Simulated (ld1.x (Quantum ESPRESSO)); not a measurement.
# neodymium (Nd): one change to a TM semilocal potential, before and after

* Element: Nd (Z = 60)
* Generator: ld1.x (Quantum ESPRESSO) 7.5
* Type: norm-conserving Troullier–Martins (semilocal form)
* Functional: PBE
* Relativity: scalar-relativistic
* Frozen core: [Kr] 4d10
* Valence charge: 14
* Reference configuration: 4f4 5s2 5p6 5d0 6s0 6p0 (charge +2)
* Partial waves: 5p (bound): rc 2.10 bohr; 5d (bound, empty): rc 2.40 bohr; 4f (bound): rc 1.35 bohr; 5s (bound): rc 1.85 bohr
* Local potential: the s channel
* Core correction: none

Change: all radii scaled by about 0.87 (s 1.60, p 1.82, d 2.08, f 1.18 bohr).

Cutoffs: the cutoffs (Ry, on a coarse ladder) from which the occupation-weighted sum of valence levels, in a spherical-Bessel basis at the reference potential, stays within 10 and 1 mRy of its value at 400 Ry; they do not see the model core or the augmentation charge, which bear on the density cutoff. Errors are all-electron minus pseudo energies relative to the spin-unpolarised reference configuration.

Q: What does the change do?

A: The potential gets harder (180 Ry and 230 Ry → 230 Ry and 260 Ry); of the 6 tests that both files solve, the error grows in 1 and shrinks in 5 by more than 15 % and 0.3 meV (median size 156.2 → 61.0 meV); neither file shows a bound ghost at the reference potential, the only one tested. A smaller radius makes the pseudo-wave follow the all-electron one further in, where it bends more sharply, so more plane waves are needed. A semilocal file is local in each channel, so a ghost entry of none says nothing of the separable form that plane-wave codes build from it.

| quantity | base | changed |
| --- | --- | --- |
| cutoff, loose | 180 Ry | 230 Ry |
| cutoff, tight | 230 Ry | 260 Ry |
| loose cutoff by channel (10 mRy a level) | p 21 Ry, f 160 Ry, s 35 Ry | p 25 Ry, f 200 Ry, s 45 Ry |
| bound ghosts | none | none |
| tests counted (converged, no solver errors) | 6 of 7 | 6 of 7 |
| error for 4f4 5s2 5p6 5d0 6s2 6p0, meV [ΔE -16.58 eV] | +273 | +109 |
| error for 4f4 5s2 5p6 5d0 6s1 6p0, meV [ΔE -10.79 eV] | +193 | +77 |
| error for 4f3 5s2 5p6 5d0 6s0 6p0, meV [ΔE 22.45 eV] | +94 | -15 |
| error for 4f3 5s2 5p6 5d1 6s2 6p0, meV [ΔE -14.75 eV] | +465 | +94 |
| error for 4f4 5s2 5p6 5d1 6s1 6p0, meV [ΔE -14.88 eV] | +120 | +45 |
| error for 4f5 5s2 5p6 5d0 6s0 6p0, meV [ΔE -8.22 eV] | -19 | -38 |

Base: Tests not counted: 4f4 5s2 5p6 5d0 6s0 6p2 (solver errors, printed error -10.4 eV). Changed file: Tests not counted: 4f4 5s2 5p6 5d0 6s0 6p2 (solver errors, printed error -10.5 eV).
